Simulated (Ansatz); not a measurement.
Start from `[OH][Ga]1[O][SiH2][S]1` and change one atom or group to get `[O]1[SiH2][S][GaH]1`.

Ansatz, PBE0-D4/def2-TZVP geometries, multiplicity 1. Each molecule was computed in one conformer, which needn't be the lowest.

Scalar relativity is left out up to krypton.

```csv
property,`[OH][Ga]1[O][SiH2][S]1`
HOMO–LUMO gap (PBE/def2-TZVPP) / eV,4.28
size of the dipole moment (ωB97M-V/def2-TZVPP) / D,1.67
LUMO energy (PBE0/def2-TZVPP) / eV,-1.33
HOMO–LUMO gap (PBE0/def2-TZVPP) / eV,6.42
HOMO energy (B3LYP/def2-TZVPP) / eV,-7.50
size of the dipole moment (PBE/def2-TZVPP) / D,1.60
```

Q: Give the same properties after the change, and the shifts. (Best estimate.)

A: The calculation gave: 
| property | `[O]1[SiH2][S][GaH]1` | shift |
| --- | --- | --- |
| HOMO–LUMO gap (PBE/def2-TZVPP) / eV | 4.41 | 0.13 |
| size of the dipole moment (ωB97M-V/def2-TZVPP) / D | 1.56 | -0.11 |
| LUMO energy (PBE0/def2-TZVPP) / eV | -1.30 | 0.03 |
| HOMO–LUMO gap (PBE0/def2-TZVPP) / eV | 6.34 | -0.08 |
| HOMO energy (B3LYP/def2-TZVPP) / eV | -7.40 | 0.10 |
| size of the dipole moment (PBE/def2-TZVPP) / D | 1.36 | -0.24 |

The zero-point energy changes by -17.8 kJ/mol with -3 modes. Dipoles are sizes alone; their direction can turn.

Positive LUMOs are unbound, so they and the gaps depend on the basis.

B3LYP here is the variant with VWN-RPA as its local correlation; programs differ in this.
